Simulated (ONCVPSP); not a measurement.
Pseudopotential generation for Zn: ONCV, PBEsol, scalar-relativistic.

- Element: Zn
- Generator: ONCVPSP 4.0.1
- Type: optimised norm-conserving Vanderbilt (ONCV)
- Functional: PBEsol
- Relativity: scalar-relativistic
- Frozen core: [Ne]
- Valence charge: 20
- Reference configuration: 3s2 3p6 3d10 (charge +2)
- Partial waves: 3s: rc 0.90 bohr, ncon 5, nbas 8, qcut 15.2 1/bohr, 1 projector; 3p: rc 1.00 bohr, ncon 3, nbas 7, qcut 15.3 1/bohr, 2 projectors, debl 3.3 Ha; 3d: rc 0.75 bohr, ncon 4, nbas 7, qcut 15.1 1/bohr, 2 projectors, debl 2.2 Ha
- Local potential: polynomial inside 0.50 bohr (lpopt 5, dvloc0 4 Ha)
- Core correction: Teter function, fcfact 5.25, rcfact 1.55

In the p channel the program set the typed energies aside and used -3.826, 0.250 Ha.

All-electron outer shells of the reference configuration (PBEsol, scalar-relativistic, ld1.x):

```tsv
shell	level (eV)	outermost node (bohr)	outermost maximum (bohr)
3s	-149.76	0.28	0.59
3p	-104.12	0.25	0.59
3d	-30.83	–	0.57
```

Q: Estimate the cutoffs (Ha) at which the residual kinetic energy of the hardest occupied pseudo-wave falls to 1 and 0.1 mHa per electron.

A: 247 Ha and 314 Ha.

Q: What does a ghost test show?

A: No bound ghost flagged; GHOST(+) flagged for s at 146.4 eV.

Q: Which valence shell sets the plane-wave cutoff?

A: 3d: 247 Ha for 1 mHa per electron, against 89 Ha for 3s.

Q: Tests: 3s2 3p6 3d10 4s2; 3s2 3p6 3d10 4s1; 3s2 3p6 3d9; 3s2 3p6 3d9 4s2. Which has the largest error in its energy relative to the reference configuration, and how large is it?

A: 3s2 3p6 3d9 4s2, with +680 meV (all-electron minus pseudo) on -10.32 eV.
